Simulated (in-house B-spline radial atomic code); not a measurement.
## RPA and G0W0 on HSE06: Ni⁵⁺

Configuration [Ar] 3d5, highest spin, mean-field start HSE06. Computed with a B-spline radial code for spherical atoms: all electrons, non-relativistic, point nucleus, each spin shell either full or empty, empty states to l = 9 with an (l + 1/2)⁻⁴ tail; G0W0 by contour deformation at full frequency.

Command:
```bash
python run_gw.py task.json out
```
Settings (radii: box in bohr, nucleus in fm):
```
Z                        28
electrons                23
configuration            [Ar] 3d5
hamiltonian              nr
method                   hse06
lmax                     9
spin_polarised           True
box_radius               10.43
intervals                49
```

Cost of the run: 1.3 s on 1 thread of Intel(R) Xeon(R) 6975P-C (Granite Rapids), with other jobs on the host.

Energies (hartree):

```
                                     term        value
                         mean-field total  -1500.95309
Hartree-Fock functional on these orbitals  -1500.13203
                      direct second order      -1.7276
                    second-order exchange      0.56514
                         SOSEX correction      0.52617
```

Task: What is the RPA correlation energy, and what remains with SOSEX?

Result: RPA gives -1.5441 hartree (-1.83 eV per electron); RPA + SOSEX gives -1.0179, and the second-order doubles -1.1625 hartree (no singles). RPA lacks exchange-type terms and so overcorrelates at short range.

Quasi-particle levels (eV):

```json
{"level": "3d up", "occupied": "yes", "mean field": "-98.76", "Σx - vxc": "-11.13", "Σc": "?", "QP weight": "?", "G0W0": "?"}
{"level": "3p down", "occupied": "yes", "mean field": "-155.47", "Σx - vxc": "-9.93", "Σc": "0.51", "QP weight": "0.955", "G0W0": "-164.89"}
{"level": "3d down", "occupied": "no", "mean field": "-84.94", "Σx - vxc": "13.27", "Σc": "-5.32", "QP weight": "0.963", "G0W0": "-76.98"}
```

G0W0 = mean field + (Σx - vxc) + Σc, with Σc (partial-wave tail included) taken at the quasi-particle energy. Only the outer levels were computed. Levels of low weight are left out.

Task: Where does G0W0 put 3d up?

Result: At -108.45 eV, with Σc = 1.44 eV and a quasi-particle weight of 0.960. The tabulated removal energy is 108 ± 1 eV (NIST, semi-empirical); the calculation leaves out relativity, Breit and QED terms, and what these don't explain is the method's own error.
